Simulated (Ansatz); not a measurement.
H8N2OSi2 can be A, `N[SiH](O)N[SiH3]`, or B, `N[Si](N)(O)[SiH3]`.

Isolated molecules relaxed with PBE0-D4/def2-TZVP in Ansatz; ΔE leaves out vibrations. CBS: MP2 limit from def2 TZ/QZ plus the TZ coupled-cluster correction, frozen cores. DFT in def2-TZVPP. B3LYP here is the variant with VWN-RPA as its local correlation; programs differ in this. One conformer a species, not always the lowest.

A:

Z-matrix (Å, degrees):
```
Si
O 1 1.647
N 1 1.719 2 106.0
N 1 1.705 2 119.2 3 -119.9
H 1 1.479 2 102.8 3 122.7
H 2 0.959 1 117.9 3 58.0
Si 3 1.728 1 127.2 2 21.9
H 3 1.009 1 116.3 2 -168.1
H 4 1.007 1 121.9 2 74.3
H 4 1.007 1 121.0 2 -78.1
H 7 1.487 3 113.2 1 59.0
H 7 1.489 3 111.2 1 -61.9
H 7 1.487 3 107.5 1 179.3
```

B:

Z-matrix (Å, degrees):
```
Si
N 1 1.709
O 1 1.651 2 118.7
N 1 1.719 2 103.8 3 117.8
Si 1 2.344 2 107.5 3 -116.0
H 2 1.006 1 121.6 3 75.1
H 2 1.008 1 121.2 3 -77.4
H 3 0.960 1 116.5 2 63.4
H 4 1.008 1 119.4 2 48.1
H 4 1.008 1 119.2 2 -170.2
H 5 1.491 1 110.2 2 -66.8
H 5 1.491 1 111.9 2 52.6
H 5 1.489 1 111.3 2 173.6
```

Q: Which is lower in electronic energy at CCSD(T)/CBS, and by how much? (Best estimate.)

A: Ansatz gave: A, by 15.0 kcal/mol.

Q: Give E(B) − E(A) in kcal/mol with B3LYP, CCSD/def2-TZVPP, B3LYP-D4, PBE0-D4, ωB97M-V, B2PLYP, CCSD(T)/def2-TZVPP. (Estimate.)

A: The calculation gave: B3LYP 14.2, CCSD/def2-TZVPP 15.8, B3LYP-D4 14.1, PBE0-D4 11.5, ωB97M-V 15.7, B2PLYP 15.4, CCSD(T)/def2-TZVPP 15.2. None reverses the order clearly.

Largest T1 diagnostic: 0.012.

From PBE to PBE0 (25 % exact exchange), in def2-TZVPP and without D4, E(B) − E(A) moves by +1.9 kcal/mol. In def2-TZVPP, CCSD(T) changes the Hartree–Fock value by −4.0 kcal/mol (the triples alone add −0.5 kcal/mol) and MP2 by −2.2 kcal/mol.
